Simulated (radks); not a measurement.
Values are calculated unless marked as measured or tabulated.
Coulomb parameter of the 5d shell of the gold ion Au+ in the model configuration [Xe] 4f14 5d8 6p2, as a second difference U = [E(n + 0.25) + E(n - 0.25) - 2 E(n)] / (0.25)^2 with all orbitals relaxed. "Bare": the charge of the atom changes with n. "Screened": the 6p shell takes up the change at fixed total charge, which measures U(5d,5d) + U(6p,6p) - 2 U(5d,6p). Level of theory: Dirac Kohn-Sham, PBE, spin-unpolarised, spherical densities, point nucleus; open shells are shared between the two j in proportion to 2j + 1 (a radial shooting solver on a logarithmic mesh with Libxc functionals).

start: configuration [Xe] 4f14 5d8 6p2; E - E(n) (eV) 0.000
bare +0.25: configuration [Xe] 4f14 5d8.25 6p2; E - E(n) (eV) -5.457
bare -0.25: configuration [Xe] 4f14 5d7.75 6p2; E - E(n) (eV) 6.182
screened +0.25: configuration [Xe] 4f14 5d8.25 6p1.75; E - E(n) (eV) -3.295
screened -0.25: configuration [Xe] 4f14 5d7.75 6p2.25; E - E(n) (eV) 3.455

U(bare) = 11.609 eV, U(screened by 6p) = 2.563 eV.
